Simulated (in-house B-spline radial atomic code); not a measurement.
# Ionising the krypton ion Kr⁷⁺ with different functionals

Computed with an all-electron radial atomic-structure program (B-spline basis): scalar-relativistic (spin-free X2C) Hamiltonian, Fermi nucleus of rms radius 4.1884 fm, spin-polarised at highest spin, spherical fractional occupations for the functionals, the average over the highest-spin determinants for Hartree-Fock. The ionisation energy is the difference of two self-consistent energies, [Ar] 3d10 4s1 → [Ar] 3d10, without Breit or QED terms; ε is the level of the shell that loses the electron (its least bound occupied spin orbital). There is no spin-orbit coupling in this Hamiltonian.

| method | rung | ΔSCF (eV) | -ε(4s) (eV) |
| --- | --- | --- | --- |
| Hartree-Fock | Hartree-Fock | 124.69 | 124.81 |
| HF fractional | Hartree-Fock | 124.69 | 124.81 |
| LDA VWN5 | LDA | 127.56 | 119.95 |
| LDA PW92 | LDA | 127.55 | 119.94 |
| LDA exchange-only | LDA | 126.27 | 118.72 |
| PBE | GGA | 127.29 | 119.46 |
| PBEsol | GGA | 127.01 | 119.44 |
| BLYP | GGA | 127.70 | 119.73 |
| RPBE | GGA | 127.02 | 119.17 |
| PW91 | GGA | ? | ? |
| BP86 | GGA | 126.95 | 119.57 |
| AM05 | GGA | 126.88 | 119.44 |
| OLYP | GGA | 126.91 | 119.06 |
| TPSS | meta-GGA | 126.63 | 119.21 |
| SCAN | meta-GGA | 126.63 | 120.02 |
| r2SCAN | meta-GGA | 126.42 | 119.76 |
| revTPSS | meta-GGA | 126.37 | 119.10 |
| PBE0 | global hybrid | ? | ? |
| B3LYP | global hybrid | 127.42 | 121.08 |
| TPSSh | global hybrid | 126.48 | 119.83 |
| BHandHLYP | global hybrid | 126.76 | 122.69 |
| r2SCAN0 | global hybrid | 126.20 | 121.25 |
| B97-1 | global hybrid | 126.31 | 120.26 |
| HSE06 | range-separated hybrid | 126.85 | 120.74 |
| wB97X | range-separated hybrid | 125.37 | 123.42 |
| CAM-B3LYP | range-separated hybrid | 127.42 | 122.98 |
| LC-wPBE | range-separated hybrid | 127.11 | 124.46 |

Problem. What does PBE0 give?

Solution. ΔSCF 126.76 eV, and -ε(4s) = 120.97 eV.

Problem. What does PW91 give?

Solution. ΔSCF 127.43 eV, and -ε(4s) = 119.66 eV.

Problem. Among the functionals, which spreads more, the ΔSCF values or the orbital energies?

Solution. The orbital energies: ΔSCF values span about 2.33 eV and the orbital energies 5.74 eV.

Problem. How do they compare with the NIST value?

Solution. NIST lists 125.802 eV ± 0.003 (measured, ground level to ground level). Errors run from -1.12 to +1.90 eV; r2SCAN0 is closest (+0.40 eV), but part of that can be cancellation, since the calculations leave out Breit-QED terms. Hartree-Fock also lacks correlation.
